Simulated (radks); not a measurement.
Spherical quantum dot in the effective-mass picture: electrons in a parabolic well V = omega^2 r^2 / 2 with omega = 0.0653, all in effective atomic units (hartree* = m*/eps^2 hartree, bohr* = eps/m* bohr), one dielectric constant everywhere. Method: non-relativistic Kohn-Sham, LDA (Slater exchange, Perdew-Wang correlation), spin-polarised, spherical densities; computed with a radial shooting solver with Libxc functionals. Levels are named by radial order and angular momentum (1s, 1p, 1d, 2s, ...), and open shells are averaged over m. Results are scaled to m* = 0.37 and eps = 17.8, for which hartree* = 31.78 meV and bohr* = 2.546 nm.

N = 16, configuration 1s2 1p6 1d(up 5, down 3). This is the lowest configuration that the search found (a dilute case). Occupied and some empty levels:

| level | occupation | eigenvalue (meV) | <r> (nm) |
|---|---|---|---|
| 1s up | 1 | 45.796 | 24.88 |
| 1s down | 1 | 45.888 | 24.27 |
| 1p up | 3 | 46.224 | 28.74 |
| 1p down | 3 | 46.338 | 28.61 |
| 1d up | 5 | 46.792 | 31.09 |
| 1d down | 3 | 46.912 | 31.12 |
| 2s up | 0 | 47.154 | 22.86 |
| 2s down | 0 | 47.198 | 23.18 |
| 1f up | 0 | 47.490 | 32.88 |
| 1f down | 0 | 47.609 | 32.97 |
| 2p up | 0 | 48.103 | 26.17 |
| 2p down | 0 | 48.163 | 26.14 |

Energy (meV): total 440.079, kinetic 16.473, external 153.86, Hartree 318.59, exchange-correlation -48.852.

Electron density:

| r (nm) | n(r) (e/nm^3) |
|---|---|
| 4.26 | 0.00002927 |
| 8.83 | 0.00003594 |
| 13.4 | 0.00004781 |
| 18.0 | 0.00006353 |
| 22.6 | 0.00007830 |
| 27.1 | 0.00008274 |
| 31.7 | 0.00006757 |
| 36.3 | 0.00003763 |
| 40.8 | 0.00001299 |
| 45.4 | 2.613e-06 |
| 50.0 | 3.070e-07 |
| 54.6 | 2.172e-08 |
| 59.1 | 9.200e-10 |
